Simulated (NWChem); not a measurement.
All runs are NWChem calculations. System: As (+1), charge 1, spin multiplicity 3. Its SCF solution wasn't tested for a lower state. Level: ROCCSD(T)/def2-TZVP, 9 core orbitals frozen.

Job file:

```
start mol
memory heap 100 mb stack 700 mb global 1900 mb
charge 1
geometry units angstroms nocenter noautoz
  As     0.000000     0.000000     0.000000
  symmetry group D2h
end
basis spherical
  * library def2-tzvp
end
scf
  rohf
  nopen 2
  maxiter 100
  thresh 1e-7
  semidirect memsize 60000000 filesize 0
  # guess.movecs holds the orbitals of an unrestricted PBE0 run
  vectors input guess.movecs output mol.movecs
end
tce
  freeze core 9
  ccsd(t)
  2eorb
  2emet 13
  thresh 1e-6
  maxiter 100
  tilesize 24
end
task tce energy
```

Output (cleaned and shortened):

```
             Northwest Computational Chemistry Package (NWChem) 7.3.0
             --------------------------------------------------------

                                NWChem Input Module
                                -------------------

 Scaling coordinates for geometry "geometry" by  1.889725989
 (inverse scale =  0.529177249)

                             Geometry "geometry" -> ""
                             -------------------------

 Output coordinates in angstroms (scale by  1.889725989 to convert to a.u.)

  No.       Tag          Charge          X              Y              Z
 ---- ---------------- ---------- -------------- -------------- --------------
    1 As                  33.0000     0.00000000     0.00000000     0.00000000

 Effective nuclear repulsion energy (a.u.)       0.0000000000

            Nuclear Dipole moment (a.u.)
            ----------------------------
        X                 Y               Z
 ---------------- ---------------- ----------------
     0.0000000000     0.0000000000     0.0000000000

      Symmetry information
      --------------------

 Group name             D2h
 Group number             26
 Group order               8
 No. of unique centers     1

      Symmetry unique atoms

     1


 Summary of "ao basis" -> "" (spherical)
 ------------------------------------------------------------------------------
       Tag                 Description            Shells   Functions and Types
 ---------------- ------------------------------  ------  ---------------------
 *                         def2-tzvp                  on all atoms

 Summary of "ao basis" -> "ao basis" (spherical)
 ------------------------------------------------------------------------------
       Tag                 Description            Shells   Functions and Types
 ---------------- ------------------------------  ------  ---------------------
 As                        def2-tzvp                16       48   6s5p4d1f

                                 NWChem SCF Module
                                 -----------------

  ao basis        = "ao basis"
  functions       =    48
  atoms           =     1
  closed shells   =    15
  open shells     =     2
  charge          =   1.00
  wavefunction    = ROHF
  use symmetry    = T
  symmetry adapt  = T

 Summary of "ao basis" -> "ao basis" (spherical)
 ------------------------------------------------------------------------------
       Tag                 Description            Shells   Functions and Types
 ---------------- ------------------------------  ------  ---------------------
 As                        def2-tzvp                16       48   6s5p4d1f

      Symmetry analysis of basis
      --------------------------

        ag         14
        au          1
        b1g         4
        b1u         7
        b2g         4
        b2u         7
        b3g         4
        b3u         7

 Forming initial guess at       0.1s

      Symmetry analysis of molecular orbitals - initial
      -------------------------------------------------

  Numbering of irreducible representations:

     1 ag          2 au          3 b1g         4 b1u         5 b2g
     6 b2u         7 b3g         8 b3u

  Orbital symmetries:

     1 ag          2 ag          3 b1u         4 b2u         5 b3u
     6 ag          7 b1u         8 b2u         9 b3u        10 ag
    11 b3g        12 b2g        13 ag         14 b1g        15 ag
    16 b2u        17 b3u        18 b1u        19 ag         20 b1g
    21 b2g        22 b3g        23 ag         24 ag         25 b3u
    26 b2u        27 b1u

 Starting SCF solution at       0.1s

 ----------------------------------------------
         Quadratically convergent ROHF

 Convergence threshold     :          1.000E-07
 Maximum no. of iterations :          100
 Final Fock-matrix accuracy:          1.000E-09
 ----------------------------------------------

              iter       energy          gnorm     gmax       time
             ----- ------------------- --------- --------- --------
                 1    -2233.8328414701  8.33D-01  5.53D-01      0.9
                 2    -2233.8410159372  1.93D-01  6.08D-02      0.9
                 3    -2233.8425793890  4.14D-03  2.02D-03      0.9
                 4    -2233.8425798539  1.30D-05  5.05D-06      0.9
                 5    -2233.8425798539  6.67D-09  4.51D-09      0.9

       Final ROHF results
       ------------------

         Total SCF energy =  -2233.842579853915
      One-electron energy =  -3102.761002720595
      Two-electron energy =    868.918422866680
 Nuclear repulsion energy =      0.000000000000

        Time for solution =      0.9s

       Symmetry analysis of molecular orbitals - final
       -----------------------------------------------

  Numbering of irreducible representations:

     1 ag          2 au          3 b1g         4 b1u         5 b2g
     6 b2u         7 b3g         8 b3u

  Orbital symmetries:

     1 ag          2 ag          3 b1u         4 b2u         5 b3u
     6 ag          7 b1u         8 b2u         9 b3u        10 ag
    11 b3g        12 b2g        13 b1g        14 ag         15 ag
    16 b2u        17 b3u        18 b1u        19 ag         20 b3g
    21 b2g        22 ag         23 b1g        24 ag         25 b1u
    26 b3u        27 b2u

             Final eigenvalues
             -----------------

              1
    1 -432.9599
    2  -56.6824
    3  -50.5275
    4  -50.5252
    5  -50.5252
    6   -8.4009
    7   -6.2571
    8   -6.2473
    9   -6.2473
   10   -2.4906
   11   -2.4864
   12   -2.4864
   13   -2.4739
   14   -2.4739
   15   -1.0042
   16   -0.4514
   17   -0.4514
   18   -0.3114
   19    0.1007
   20    0.1039
   21    0.1039
   22    0.1110
   23    0.1110
   24    0.1898
   25    0.1943
   26    0.1953
   27    0.1953

                       ROHF Final Molecular Orbital Analysis
                       -------------------------------------

 Vector   15  Occ=2.000000D+00  E=-1.004223D+00  Symmetry=ag
              MO Center=  2.7D-34, -4.1D-20,  7.0D-32, r^2= 1.2D+00
   Bfn.  Coefficient  Atom+Function         Bfn.  Coefficient  Atom+Function
  ----- ------------  ---------------      ----- ------------  ---------------
     5      0.771849  1 As s                  6      0.460391  1 As s
     4     -0.400769  1 As s                  3     -0.259130  1 As s

 Vector   16  Occ=1.000000D+00  E=-4.514094D-01  Symmetry=b2u
              MO Center=  2.6D-34, -1.3D-17,  2.4D-31, r^2= 1.8D+00
   Bfn.  Coefficient  Atom+Function         Bfn.  Coefficient  Atom+Function
  ----- ------------  ---------------      ----- ------------  ---------------
    17      0.678186  1 As py                20      0.395727  1 As py
    11     -0.325226  1 As py

 Vector   17  Occ=1.000000D+00  E=-4.514094D-01  Symmetry=b3u
              MO Center= -1.7D-17, -4.8D-32, -2.7D-31, r^2= 1.8D+00
   Bfn.  Coefficient  Atom+Function         Bfn.  Coefficient  Atom+Function
  ----- ------------  ---------------      ----- ------------  ---------------
    16      0.678186  1 As px                19      0.395727  1 As px
    10     -0.325226  1 As px

 Vector   18  Occ=0.000000D+00  E=-3.114097D-01  Symmetry=b1u
              MO Center= -2.2D-19,  2.2D-19, -1.2D-17, r^2= 2.2D+00
   Bfn.  Coefficient  Atom+Function         Bfn.  Coefficient  Atom+Function
  ----- ------------  ---------------      ----- ------------  ---------------
    21      0.569699  1 As pz                18      0.510317  1 As pz
    12     -0.282770  1 As pz

 Vector   19  Occ=0.000000D+00  E= 1.007098D-01  Symmetry=ag
              MO Center= -5.4D-17,  3.7D-17, -5.4D-13, r^2= 3.1D+00
   Bfn.  Coefficient  Atom+Function         Bfn.  Coefficient  Atom+Function
  ----- ------------  ---------------      ----- ------------  ---------------
    39      1.065009  1 As d  0               5     -0.213616  1 As s
     6      0.187227  1 As s                 34     -0.174655  1 As d  0

 Vector   20  Occ=0.000000D+00  E= 1.038563D-01  Symmetry=b3g
              MO Center=  2.0D-32,  4.1D-18,  8.5D-32, r^2= 3.1D+00
   Bfn.  Coefficient  Atom+Function         Bfn.  Coefficient  Atom+Function
  ----- ------------  ---------------      ----- ------------  ---------------
    38      1.067483  1 As d -1              33     -0.172357  1 As d -1

 center of mass
 --------------
 x =   0.00000000 y =   0.00000000 z =   0.00000000

 moments of inertia (a.u.)
 ------------------
           0.000000000000           0.000000000000           0.000000000000
           0.000000000000           0.000000000000           0.000000000000
           0.000000000000           0.000000000000           0.000000000000

  Mulliken analysis of the total density
  --------------------------------------

    Atom       Charge   Shell Charges
 -----------   ------   -------------------------------------------------------
    1 As  33    32.00   2.00  2.00  1.18  0.77  1.23  0.82  5.99  5.75  0.34  1.24  0.68  8.95  1.06 -0.02  0.01  0.00

 Mulliken analysis of the open-shell density
 -------------------------------------------

    Atom       Charge   Shell Charges
 -----------   ------   -------------------------------------------------------
    1 As  33     2.00   0.00  0.00  0.00 -0.00  0.00  0.00  0.00  0.02  0.06  1.24  0.68  0.00 -0.00  0.00  0.00  0.00

       Multipole analysis of the density wrt the origin
       ------------------------------------------------

     L   x y z        total         open         nuclear
     -   - - -        -----         ----         -------
     0   0 0 0      1.000000     -2.000000     33.000000

     1   1 0 0     -0.000000      0.000000      0.000000
     1   0 1 0     -0.000000      0.000000      0.000000
     1   0 0 1      0.000000      0.000000      0.000000

     2   2 0 0    -11.128150     -5.046950      0.000000
     2   1 1 0      0.000000      0.000000      0.000000
     2   1 0 1     -0.000000     -0.000000      0.000000
     2   0 2 0    -11.128150     -5.046950      0.000000
     2   0 1 1      0.000000      0.000000      0.000000
     2   0 0 2     -8.549046     -2.523397      0.000000

                   NWChem Extensible Many-Electron Theory Module
                   ---------------------------------------------


            General Information
            -------------------
      Number of processors :     1
         Wavefunction type : Restricted open-shell Hartree-Fock
          No. of electrons :    32
           Alpha electrons :    17
            Beta electrons :    15
           No. of orbitals :    96
            Alpha orbitals :    48
             Beta orbitals :    48
        Alpha frozen cores :     9
         Beta frozen cores :     9
     Alpha frozen virtuals :     0
      Beta frozen virtuals :     0
         Spin multiplicity : triplet
    Number of AO functions :    48
       Number of AO shells :    16
        Use of symmetry is : on
      Symmetry adaption is : on
         Schwarz screening : 0.10D-09

          Correlation Information
          -----------------------
          Calculation type : Coupled-cluster singles & doubles w/ perturbation
   Perturbative correction : (T)
            Max iterations :      100
        Residual threshold : 0.10D-05
     T(0) DIIS level shift : 0.00D+00
     L(0) DIIS level shift : 0.00D+00
     T(1) DIIS level shift : 0.00D+00
     L(1) DIIS level shift : 0.00D+00
     T(R) DIIS level shift : 0.00D+00
     T(I) DIIS level shift : 0.00D+00
   CC-T/L Amplitude update :  5-th order DIIS
                I/O scheme : Global Array Library
        L-threshold :  0.10D-05
        EOM-threshold :  0.10D-05
 no EOMCCSD initial starts read in
 TCE RESTART OPTIONS
 SLICE:      F
 D4D5:       F
 quantumc:   F
 qrotation:  F
 pwtce:      F
 qducc:      F
 nacto:                         0
 nrotv:                         0
 nrot:                          0

            Memory Information
            ------------------
          Available GA space size is     249032192 doubles
          Available MA space size is     104852572 doubles

 Maximum block size supplied by input
 Maximum block size        24 doubles

 tile_dim =      8

 -------------------------------------------------

 Global array virtual files algorithm will be used

 Parallel file system coherency ......... OK

 4-electron integrals stored in orbital form

 v2    file size   =            58213
 4-index algorithm nr.  13 is used
 imaxsize =       30
 imaxsize ichop =        0


CCSD iterations
 ---------------------------------------------------------
 Iter          Residuum       Correlation     Cpu    Wall
 ---------------------------------------------------------
    1   0.1121031223796  -0.1855191431253     1.0     1.0
    2   0.0229940380400  -0.1838859631530     1.0     1.0
    3   0.0090840736915  -0.1867184574589     1.2     1.2
    4   0.0041353196964  -0.1870642673133     1.1     1.1
    5   0.0019714491396  -0.1873421845640     1.1     1.1
    6   0.0002905694202  -0.1875076979463     1.1     1.1
    7   0.0000805408949  -0.1875174645196     1.3     1.3
    8   0.0000308145388  -0.1875173336661     1.2     1.2
    9   0.0000134357349  -0.1875175674153     1.2     1.2
   10   0.0000061875766  -0.1875178781043     1.0     1.0
   11   0.0000011534968  -0.1875181816020     1.2     1.2
   12   0.0000003308829  -0.1875181770171     1.2     1.2
 -----------------------------------------------------------------
 Iterations converged
 CCSD correlation energy / hartree =        -0.187518177017051
 CCSD total energy / hartree       =     -2234.030098030931640

 Singles contributions

 Doubles contributions
 CCSD(T)
 Using plain CCSD(T) code
             total no. of tasks         8420
 total no. of tasks / no. procs         8420
                         wl_min            1           1.0
                         wl_max        13824           4.9
        thresh for no. of tasks         8420

 CCSD[T]  correction energy / hartree =        -0.005819995587892
 CCSD[T] correlation energy / hartree =        -0.193338172604943
 CCSD[T] total energy / hartree       =     -2234.035918026519539
 CCSD(T)  correction energy / hartree =        -0.005396420550888
 CCSD(T) correlation energy / hartree =        -0.192914597567939
 CCSD(T) total energy / hartree       =     -2234.035494451482464

 Task  times  cpu:       19.4s     wall:       19.4s

 Total times  cpu:       19.4s     wall:       19.4s
```
